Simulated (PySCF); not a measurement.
Two-component Hartree-Fock for Sn(33+) (tin, charge +33)

Start: [Ne] 3s2 3p5; 3p1/2 filled at m_j = -1/2, +1/2; 3p3/2 filled at m_j = -1/2, +1/2, +3/2. Calculated with PySCF 2.14 in an uncontracted even-tempered set (19 s from 5.9 bohr⁻², ratio 2.4; 14 p from 7.6 bohr⁻², ratio 2.4; 5 d from 31 bohr⁻², ratio 2.6; 4 f from 46 bohr⁻², ratio 2.6): generalised Hartree-Fock with the X2C-1e Hamiltonian and a Gaussian nucleus; one run each with spin-orbit coupling (SO) switched off, then screened by Boettger's factors.

```csv
spinor shell,electrons,"ε, spin-free (eV)","ε, screened SO (eV)",weight of nominal j (screened SO),"rms radius, screened SO (bohr)"
1s1/2,2,-31109.2,-31105.9,1.000,0.0333
2s1/2,2,-6228.0,-6226.6,1.000,0.134
2p1/2,2,-5768.3,-5932.4,1.000,0.116
2p3/2,4,-5768.3,-5692.5,1.000,0.120
3s1/2,2,-2321.6,-2321.1,1.000,0.328
3p1/2,2,-2170.3,-2207.9,0.996,0.317
3p3/2,3,-2170.3,-2152.7,0.997,0.325
```

```csv
quantity,spin-free,screened SO
E (hartree),-5340.60903,-5342.71637
M_J,3/2,3/2
⟨J²⟩,3.751,3.751
⟨L²⟩,2.001,2.009
⟨S²⟩,0.750,0.758
```

Each row is a mean over spinors that exchange with the open shell spreads, by up to 17.455 eV (3s1/2).

Breit and QED terms are absent; they matter most for the inner s and p1/2 levels.

Densities and radii are taken from the X2C orbitals without a picture-change correction, which distorts them close to the nucleus.

Without spin-orbit coupling the j labels of p, d and f shells carry no meaning; the spin-free column gives the mean over the occupied spinors of each nl shell.
